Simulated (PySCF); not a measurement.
## Ionisation energy along the 11-electron series

Calculated with PySCF 2.14 and a two-component X2C-1e Hamiltonian (Gaussian nucleus, no Breit or QED terms), each ion in its own even-tempered basis scaled to its charge; GMP2 freezes 1s2 and drops the highest virtual spinors. Values in eV. NIST values: (m) measured, (s) semi-empirical, (t) theoretical.

```
  ion  configuration  GHF (spin-free)  GMP2 (spin-free)  GHF (screened spin-orbit)  GMP2 (screened spin-orbit)                NIST
Ag³⁶⁺       [Ne] 3s1           2371.9            2372.5                     2371.8                      2372.5  2371.99 ± 0.07 (s)
In³⁸⁺       [Ne] 3s1           2628.8            2629.5                     2628.7                      2629.4  2628.77 ± 0.08 (s)
```

Question: Fill in the row of Cd³⁷⁺.

Answer: configuration: [Ne] 3s1; GHF (spin-free): 2498.5; GMP2 (spin-free): 2499.2; GHF (screened spin-orbit): 2498.5; GMP2 (screened spin-orbit): 2499.2; NIST: 2498.62 ± 0.08 (s).
